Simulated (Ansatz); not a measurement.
A nudged elastic band was laid between two geometries of C₂H₈OSSi₃ (15 atoms, charge 0, multiplicity 1).

Method: Ansatz, RKS BLYP/STO-3G.

- movable images: 7
- climbing image: yes
- spring: 5.0 eV/Å²
- optimiser: quadratic models (default)
- start path: through a guess of the saddle point
- force threshold: 0.05 eV/Å
- iteration limit: 34
- end points: relaxed

Image 0:

```xyz
15
Properties=species:S:1:pos:R:3
C 1.119 -1.393 2.204
Si 0.240 -1.599 0.535
Si 0.391 0.297 -0.757
O -0.464 0.188 -2.301
Si -1.394 1.669 -2.120
C -0.635 1.893 -0.359
S -0.809 2.922 0.893
H 2.192 -1.164 2.073
H 1.047 -2.320 2.803
H 0.674 -0.576 2.801
H -1.156 -1.937 0.786
H 0.832 -2.735 -0.163
H 1.818 0.585 -0.990
H -2.839 1.438 -2.250
H -1.038 2.680 -3.124
```

Image 8:

```xyz
15
Properties=species:S:1:pos:R:3
C 1.120 -1.398 2.214
Si 0.150 -1.586 0.593
Si 0.376 0.256 -0.764
O -0.513 0.140 -2.289
Si -1.349 1.679 -2.150
C -0.555 1.919 -0.406
S -0.658 2.995 0.814
H 0.767 -0.531 2.802
H 2.200 -1.258 2.028
H 1.005 -2.298 2.846
H -1.252 -1.816 0.918
H 0.627 -2.781 -0.096
H 1.811 0.462 -1.031
H -2.806 1.533 -2.259
H -0.944 2.633 -3.190
```

(1) What changes between the two ends?

(2) Give the energies along the band, and the barrier.

(3) What is the geometry of the highest image?

(4) What are the harmonic wavenumbers there?

The band took 7 iterations and about 4 core-minutes.

Answers

(1) No bond is made or broken. The dihedral H8–C1–Si2–Si3 goes from -59 to 61°.

(2) The forces met the threshold. The highest image is number 4 of 0 to 8, 0.055 eV above the ends, which have the same energy within 2 meV. A vibrational analysis at the climbing image gives one clearly imaginary mode, 146i cm⁻¹: a first-order saddle point. Limits of this set-up: minimal basis.

```csv
image,path coordinate (Å),energy (eV),dihedral H8–C1–Si2–Si3 (°)
0,0.00,0.000,-59
1,0.46,0.007,-46
2,0.92,0.025,-31
3,1.38,0.045,-15
4,1.85,0.055,0
5,2.33,0.046,16
6,2.81,0.026,31
7,3.28,0.007,47
8,3.76,0.000,61
```

(3) 
```xyz
15
Properties=species:S:1:pos:R:3:forces:R:3
C 1.020 -1.362 2.226 -0.01 -0.01 0.00
Si 0.183 -1.585 0.529 0.00 0.00 0.01
Si 0.468 0.253 -0.824 -0.01 0.00 0.01
O -0.424 0.199 -2.350 0.00 0.01 0.01
Si -1.374 1.654 -2.080 0.01 -0.02 0.00
C -0.454 1.904 -0.401 -0.01 0.01 0.00
S -0.441 3.010 0.798 0.00 0.00 0.00
H 1.527 -0.384 2.320 0.00 0.00 0.00
H 1.782 -2.144 2.399 0.01 0.00 0.00
H 0.282 -1.430 3.046 0.01 0.00 -0.01
H -1.238 -1.840 0.737 0.00 0.00 0.00
H 0.728 -2.778 -0.112 0.00 0.01 -0.01
H 1.907 0.417 -1.090 0.00 0.00 0.00
H -2.817 1.381 -2.033 0.00 0.01 0.00
H -1.170 2.654 -3.136 0.00 0.00 -0.01
```

(4) 146i, 21, 37, 71, 141, 200, 245, 306, 415, 421, 496, 549, 596, 680, 693, 703, 742, 763, 777, 816, 843, 880, 918, 990, 1003, 1097, 1102, 1281, 1485, 1662, 1665, 2460, 2474, 2512, 2555, 2594, 3214, 3370, 3375 cm⁻¹.

Time of the run: 4.4 min on 1 thread of Arm Neoverse V1 (shared host), peak memory 0.12 GiB.
